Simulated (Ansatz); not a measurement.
Geometry optimisation, Ansatz, RKS PBE0/def2-SVP.

The input (input.yaml):

```yaml
crystal:
  periodic: [false, false, false]
  atoms:
    - { symbol: B, position_ang: [0.0, 0.0, 0.0] }
    - { symbol: H, position_ang: [0.0, 0.0, 1.54] }
    - { symbol: Cl, position_ang: [1.6108, 0.0, -0.93] }
    - { symbol: F, position_ang: [-1.1431, 0.0, -0.66] }
    - { symbol: Si, position_ang: [0.4732, -2.0821, 0.7095] }
    - { symbol: H, position_ang: [-0.4416, -3.0308, 0.0812] }
    - { symbol: H, position_ang: [1.847, -2.4197, 0.3481] }
    - { symbol: H, position_ang: [0.3219, -2.1489, 2.1601] }
    - { symbol: H, position_ang: [0.1933, -0.8503, 1.6809] }
basis:
  gaussian: { orbitals: def2-SVP }
hamiltonian:
  xc: pbe0
relax:
  f_tol: 0.15
  max_steps: 25
  restrain:
    - { distance: [0, 4], at: 1.95, k: 30.0 }
    - { distance: [8, 1], at: 0.66, k: 30.0 }
    - { distance: [0, 1], at: 2.39, k: 30.0 }
    - { distance: [8, 4], at: 2.66, k: 30.0 }
```

Command:

```bash
$ ansatz run input.yaml --threads 2 --pin off --max-ram 3072MiB --backend cpu --events-out ev --progress --plain --runs-dir out
```

Where does it end, and by what steps?

The run converged. The restraints hold the end off the free minimum. After 15 steps the energy has fallen by 4.389 eV (the restraints' own energy left out); H8 moved furthest, 0.98 Å. Parted: Si5–H9 (1.59 → 2.67 Å).

```csv
step,energy less start (eV),largest force component (eV/Å),accepted
0,0.0000,4.239,yes
1,-1.2638,6.280,yes
2,-2.2825,5.282,yes
3,-3.2452,3.455,yes
4,-4.0747,1.574,yes
5,-4.2917,1.507,yes
6,-4.2856,1.698,yes
7,-4.3124,1.814,yes
8,-4.3269,1.814,yes
9,-4.3590,1.149,no
10,-4.3391,1.662,yes
11,-4.3618,1.290,yes
12,-4.3693,1.517,yes
13,-4.3870,1.384,yes
14,-4.3823,1.078,no
15,-4.3891,1.360,yes
```

```xyz
9
Properties=species:S:1:pos:R:3
B -0.032 -0.544 -0.301
H 0.726 0.385 1.773
Cl 1.192 0.387 -1.167
F -1.247 -0.029 -0.276
Si 0.372 -2.291 0.530
H 0.092 -3.401 -0.439
H 1.808 -2.370 0.937
H -0.492 -2.503 1.733
H 0.443 -0.166 2.140
```

Run time: 28 s on 2 threads of Intel(R) Xeon(R) Platinum 8488C (Sapphire Rapids), with other jobs on the host, peak memory 0.19 GiB.
